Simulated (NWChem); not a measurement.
System: C4H3FO; SMILES Fc1ccco1

NWChem input:

```
start job
memory heap 200 mb stack 900 mb global 1100 mb
geometry units angstroms
  F      1.883988    -0.356778     0.035268
  C      0.602089    -0.015164     0.007604
  C      0.012928     1.204892    -0.045552
  C     -1.379853     0.923722    -0.050699
  C     -1.500058    -0.427861    -0.001134
  O     -0.282990    -1.013188     0.034950
  H      0.494298     2.158767    -0.076274
  H     -2.173344     1.640682    -0.086926
  H     -2.351080    -1.077548     0.013510
end
basis spherical
  * library def2-svp
end
dft
  xc pbe0
  iterations 150
end
driver
  maxiter 120
end
task dft optimize
task dft freq
```

The level has its own optimisation; frequencies are unscaled. Brackets give each atom's bonded neighbours.

Problem. What results follow from this input? (PBE0/def2-SVP.) Quantities: r C–F (Å); r C–C [C(CCH)–C(CFO)] (Å); r C–O [C(CFO)–O(CC)] (Å); r C–C [C(CCH)–C(CCH)] (Å); highest harmonic frequency (cm⁻¹); lowest (cm⁻¹); zero-point energy (kcal/mol); dipole (D).

Solution. 
| Property | Value |
|---|---|
| r C–F (Å) | 1.305 |
| r C–C [C(CCH)–C(CFO)] (Å) | 1.358 |
| r C–O [C(CFO)–O(CC)] (Å) | 1.329 |
| r C–C [C(CCH)–C(CCH)] (Å) | 1.435 |
| highest harmonic frequency (cm⁻¹) | 3320 |
| lowest (cm⁻¹) | 304 |
| zero-point energy (kcal/mol) | 39.6 |
| dipole (D) | 1.50 |
